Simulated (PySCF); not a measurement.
Radial density of Bi⁺ (bismuth, charge +1)

PBE0, [Xe] 4f14 5d10 6s2 6p2, high-spin 3P determinant. All numbers are calculated (PySCF 2.14, scalar relativity through the core potential, in aug-cc-pVDZ-PP with ECP60MDF). This is the valence pseudo-density: the core potential removes the inner electrons and smooths the orbitals near the nucleus.

```tsv
r (bohr)	4πr²ρ (e/bohr)	4πr²(ρα − ρβ)
0.0185	2.425e-05	0.0000
0.0311	5.821e-05	0.0000
0.0523	0.0001161	0.0000
0.0880	0.0002891	0.0000
0.148	0.002265	0.0000
0.249	0.03951	0.0005
0.419	1.423	0.0190
0.705	16.93	0.1643
1.19	15.71	-0.0336
1.99	4.036	0.8264
3.35	0.8208	0.5588
5.64	0.04314	0.0404
```

Energies and moments cover only the electrons outside the core potential. Spin-orbit coupling is strong in this species (close to jj coupling), so the high-spin LS determinant is a model state, not a physical level.

Problem. Where is the radial spin density 4πr²(ρα − ρβ) most negative, and why is it negative at all?

Solution. Around r = 1.19 bohr, down to -0.0336 e/bohr: exchange with the open shell polarises the paired shells in an unrestricted calculation.
